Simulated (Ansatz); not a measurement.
Gas-phase electronic energies from Ansatz, PBE0-D4/def2-TZVP geometries. CCSD(T)/CBS adds triple-zeta CCSD(T) − MP2 to the extrapolated MP2 energy (def2 sets, frozen cores). This one scheme is used for every species. Each species was taken in one conformer, which may not be the lowest.

Consider the redistribution: `F[SiH2]O[SiH2]Cl` + `O[SiH](F)F` → `F[SiH2]Cl` + `O[SiH](F)O[SiH2]F`.

```
             level  ΔE (kJ/mol)
    MP2/def2-QZVPP          5.6
SCS-MP2/def2-QZVPP          4.9
```

Question: What does CCSD(T)/CBS give? (Best estimate.)

Answer: Computed: +4.7 kJ/mol. The listed levels differ from it by 0.9, 0.2 kJ/mol.

Largest T1 diagnostic among the species: 0.012.

Leaving LDA and LC-ωPBE aside and taking each functional with its dispersion term where it has one, the values, not all of them listed here, spread over 1.1 kJ/mol, from B97M-V to PBE-QIDH.

CCSD(T)/CBS has its own doubt, a few kJ/mol and more with outer-core shells, so smaller differences from it don't rank the levels.
